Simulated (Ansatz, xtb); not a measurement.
**Relative energy of two isomers of CH8GeO2Si**

We compare I, `C[O][GeH2][SiH2]O`, a singlet, with II, `CO[SiH2][GeH2][OH]`, a singlet. Both are isolated molecules in the gas phase, relaxed with r2SCAN-D4/def2-SVP, each in the lowest conformer that the search found.

Quicker runs give these differences E(II) − E(I): GFN2-xTB −0.316 eV; HF/STO-3G +0.048 eV (at GFN2-xTB geometries); r2SCAN-D4/def2-SVP//GFN2-xTB +0.025 eV.

Q: Estimate which is lower in electronic energy at CCSD(T)/def2-SVP + ΔMP2/def2-TZVPP, and by roughly how much.

A: Too close to call at this level: CCSD(T)/def2-SVP + ΔMP2/def2-TZVPP gives E(II) − E(I) = −0.026 eV.

The same difference at several levels:

| level | geometry | E(II) − E(I) (eV) | departure from the last row (eV) | job, with rough time for the two |
| --- | --- | --- | --- | --- |
| GFN2-xTB | GFN2-xTB | −0.316 | −0.290 | optimisation, 7 s |
| HF/STO-3G | GFN2-xTB | +0.048 | +0.074 | single point, 4.5 s |
| r2SCAN-D4/def2-SVP//GFN2-xTB | GFN2-xTB | +0.025 | +0.052 | single point, 19 s |
| r2SCAN-D4/def2-SVP | r2SCAN-D4/def2-SVP | −0.015 | +0.011 | optimisation, 2.9 min |
| HF/def2-SVP | r2SCAN-D4/def2-SVP | −0.073 | −0.047 | part of the CCSD(T) run |
| MP2/def2-SVP | r2SCAN-D4/def2-SVP | −0.038 | −0.012 | part of the CCSD(T) run |
| CCSD(T)/def2-SVP | r2SCAN-D4/def2-SVP | −0.035 | −0.009 | single point |
| CCSD(T)/def2-SVP + ΔMP2/def2-TZVPP | r2SCAN-D4/def2-SVP | −0.026 |  | single point, 2.9 min |

As drawn, both hold the same kinds of bond in the same numbers.

The largest departure from CCSD(T)/def2-SVP + ΔMP2/def2-TZVPP is that of GFN2-xTB, 0.290 eV. The last row adds to CCSD(T) the change of the MP2 difference between the two basis sets, here +0.009 eV.

With thermal terms from frequencies at re-optimised GFN2-xTB minima (ideal gas, soft modes damped towards free rotors, one conformer each, 298.15 K, 1 atm): the zero-point term adds +0.005 eV; ΔH is −0.026 and ΔG −0.013 eV.

The correlated steps freeze 17 core orbitals; the filled d shell of Ge is correlated, in a basis made for valence electrons. Codes used: Ansatz 0.2.0, xtb 6.7.1; the last row on 2 threads of Intel(R) Xeon(R) Processor @ 2.50GHz (Skylake/Cascade Lake) on a shared host.
